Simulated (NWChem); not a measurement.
System: disiloxane (Si2H6O); SMILES [SiH3]O[SiH3]

NWChem input:

```
start job
memory heap 200 mb stack 900 mb global 1100 mb
geometry units angstroms noautoz
  Si     0.013295     1.595427    -0.052574
  O      0.230776     0.000581     0.334254
  Si     0.019467    -1.595339    -0.051564
  H     -1.443479     1.907326    -0.172459
  H      0.611015     2.429474     1.027466
  H      0.681743     1.911143    -1.351553
  H      0.689148    -1.909293    -1.350333
  H     -1.436089    -1.912943    -0.171267
  H      0.620392    -2.426382     1.029013
end
basis spherical
  * library def2-svpd
end
dft
  xc xcamb88 1.00 lyp 0.81 vwn_5 0.19 hfexch 1.00
  cam 0.33 cam_alpha 0.19 cam_beta 0.46
  iterations 150
end
tddft
  cis
  nroots 6
  notriplet
end
task tddft energy
```

Geometry: optimised at PBE0/def2-SVP.

Vertical excitations in the gas phase.

**Question.** Give the results of this calculation. (CAM-B3LYP/def2-SVPD, TDA.) Quantities: lowest excitation, singlet (eV); oscillator strength of that lowest state; orbital gap (eV).

**Answer.** 
- lowest excitation, singlet (eV): 7.23
- oscillator strength of that lowest state: 0.001
- orbital gap (eV): 10.72
